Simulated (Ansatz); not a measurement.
```yaml
crystal:
  periodic: [false, false, false]
  atoms:
    - {symbol: N, position_ang: [-2.160516, -0.238336, -0.245243]}
    - {symbol: Si, position_ang: [-0.531613, -0.228888, 0.829337]}
    - {symbol: B, position_ang: [1.061298, -0.086951, -0.114546]}
    - {symbol: N, position_ang: [1.118376, -0.566583, -1.352079]}
    - {symbol: O, position_ang: [2.404208, 0.313683, 0.460474]}
    - {symbol: H, position_ang: [-3.096980, -0.075535, 0.536466]}
    - {symbol: H, position_ang: [-1.583034, 0.594414, -0.810509]}
    - {symbol: H, position_ang: [-0.541183, 1.149701, 2.123495]}
    - {symbol: H, position_ang: [-0.798524, -1.156240, 1.944872]}
    - {symbol: H, position_ang: [1.965677, -0.542125, -1.863913]}
    - {symbol: H, position_ang: [-0.293263, -0.821856, -1.810886]}
    - {symbol: H, position_ang: [2.120854, 0.801553, 1.490509]}
basis:
  gaussian: {orbitals: def2-TZVP, final_grid: {core_spheres: 20, valence_spheres: 16, degree: 47}}
magnetization: {spin_polarized: true, initial_magnetization: 2}
hamiltonian: {xc: {name: wPBEh}}
accuracy: high
```

```sh
$ ansatz run in.yaml --threads 4 --pin off --events-out ev --progress --plain --max-ram 10444MiB
```

Shortened log:

```
Functional definition: wPBEh
3834 factors; integrals over basis functions are off by at most 3.4e-8 eV
119 factors; integrals over basis functions are off by at most 1.7e-9 eV
mean field evaluation 1: about -13661.5405 eV, gradient 6.6e1 eV
mean field evaluation 2: about -13535.5127 eV, gradient 1.5e2 eV
mean field evaluation 4: about -13668.3708 eV, gradient 4.4e1 eV
mean field evaluation 8: about -13680.8123 eV, gradient 3.7e0 eV
mean field evaluation 16: about -13681.0442 eV, gradient 3.2e-2 eV
mean field evaluation 64: about -13681.0240 eV, gradient 5.4e-1 eV
mean field -13681.04453601 eV, -502.7691133533 hartree, gradient 2.6e-8 eV, S^2 2.023448; 8 other end points of the search recorded, 0 dependent functions left out
reference -13681.04454075 eV, -502.7691135273 hartree; 25, 23 occupied and 178, 180 virtual orbitals, 3834 factors
Total energy: -13681.04454075 eV, -502.7691135273 hartree
```

Hardware: 4 threads of an AMD EPYC 9R45 on a shared host. Wall time 16 s, peak host memory 1.5 GiB.
